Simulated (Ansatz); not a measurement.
This geometry of C3H5Al (9 atoms, charge 0, multiplicity 1) is a first-order saddle point.

Computed with Ansatz, RKS PBE0-D4/def2-SVP.

```xyz
9
Properties=species:S:1:pos:R:3
C 0.231 0.879 -1.068
C -0.064 0.040 0.128
C 0.232 -1.281 0.374
Al -0.671 -0.522 1.807
H -0.229 0.441 -1.970
H -0.135 1.910 -0.967
H 1.318 0.920 -1.253
H 0.760 -1.982 -0.291
H -1.353 -0.451 3.224
```

**Question.** Which two structures does it join? (They come from a converged band through this point; their orientation in space is the band's.)

**Answer.** No bond is made or broken. The dihedral H5–C1–C2–C3 goes from 0 to 122°. The two ends are copies of one structure, up to a mirror image or an exchange of like atoms.

Image 0:

```xyz
9
Properties=species:S:1:pos:R:3
C 0.275 0.861 -1.068
C -0.035 0.030 0.124
C 0.033 -1.331 0.306
Al -0.548 -0.480 1.852
H 0.608 0.256 -1.929
H -0.607 1.447 -1.373
H 1.063 1.596 -0.834
H 0.344 -2.081 -0.436
H -1.044 -0.345 3.340
```

Image 8:

```xyz
9
Properties=species:S:1:pos:R:3
C 0.177 0.831 -1.111
C -0.068 0.020 0.110
C 0.413 -1.216 0.472
Al -0.714 -0.530 1.780
H -0.771 1.051 -1.627
H 0.613 1.808 -0.845
H 0.855 0.328 -1.822
H 1.097 -1.852 -0.109
H -1.513 -0.486 3.136
```

**Question.** How far does it lie above each of them?

**Answer.** 0.039 eV above the first and 0.039 eV above the second. This is the barrier of this one path; another mechanism may lie lower.

Time of the run: 3.9 min on 1 thread of Intel(R) Xeon(R) Platinum 8259CL CPU @ 2.50GHz (Skylake/Cascade Lake) (shared host), peak memory 0.17 GiB.
